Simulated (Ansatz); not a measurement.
Reaction (formal exchange of groups at a C–Si bond): `N#C[SiH](Cl)[SiH2]F` + `FBF` → `N#CB(F)F` + `F[SiH2][SiH2]Cl`

Isolated molecules relaxed with PBE0-D4/def2-TZVP in Ansatz; ΔE leaves out vibrations. CCSD(T)/CBS is the MP2 limit (def2-TZVPP, def2-QZVPP) plus CCSD(T) − MP2 in def2-TZVPP, frozen cores. This one scheme is used for every species. Functionals use def2-TZVPP. One conformer a species, not always the lowest.

```json
{"species": "`N#C[SiH](Cl)[SiH2]F`", "ωB97X-V energy (Eh)": "-1233.68279"}
{"species": "`FBF`", "ωB97X-V energy (Eh)": "-225.27420"}
{"species": "`N#CB(F)F`", "ωB97X-V energy (Eh)": "-317.53285"}
{"species": "`F[SiH2][SiH2]Cl`", "ωB97X-V energy (Eh)": "-1141.42141"}
```

Q: Work out ΔE.

A: ΔE = (-317.53285) + (-1141.42141) − (-1233.68279) − (-225.27420) = 0.00273 Eh = +0.07 eV. CCSD(T)/CBS gives +0.10 eV.

Largest T1 diagnostic among the species: 0.014.

The D4 term adds +0.04 eV with B3LYP and +0.03 eV with PBE0; it sums over pairs of atoms, weighted by their polarisabilities, and B3LYP, whose exchange is more repulsive, gets the larger term.

B3LYP here is the variant with VWN-RPA as its local correlation; programs differ in this.
